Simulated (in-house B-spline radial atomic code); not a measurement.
Er is squeezed into an impenetrable sphere of radius R (the orbitals vanish at R). No spin polarisation. Computed with a radial B-spline atomic code at the basis-set limit: scalar-relativistic (X2C) PBE, spherical fractional occupations, Fermi nucleus of rms radius 5.2516 fm.

Energies in eV above the free atom in [Xe] 4f12 6s2:

```
R (bohr)  highest level (eV)  [Xe] 4f12 6s2  [Kr] 4d9 4f12 5s2 5p6 5f1 6s2  [Kr] 4d10 4f12 5s2 5p5 6s2 6f1
    7.15               -2.09         0.9249                          178.6                           49.22
    5.66              -0.503          3.797                            185                           63.45
     4.8                2.73          8.978                            194                           80.82
    4.13                8.23          18.69                          208.6                           106.2
    3.55                18.1          38.27                          234.6                           147.7
    3.22                28.2          60.49                          262.1                           188.3
    2.79                51.3          117.9                          329.4                           280.8
    2.27                 113          301.8                          534.5                           537.7
     1.7                 309           1054                           1346                            1456
    1.39                 591           2407                           2783                            2984
```

Problem. Does [Kr] 4d9 4f12 5s2 5p6 5f1 6s2 fall below [Xe] 4f12 6s2 under compression?

Solution. No, it stays above over the whole range.

Problem. Does [Kr] 4d10 4f12 5s2 5p5 6s2 6f1 fall below [Xe] 4f12 6s2 under compression?

Solution. No, it stays above over the whole range.

The highest level is first positive in the row R = 4.8 bohr, pushed up by confinement above the zero of the free ion's potential. Each configuration is held fixed and needn't be the lowest in the sphere.
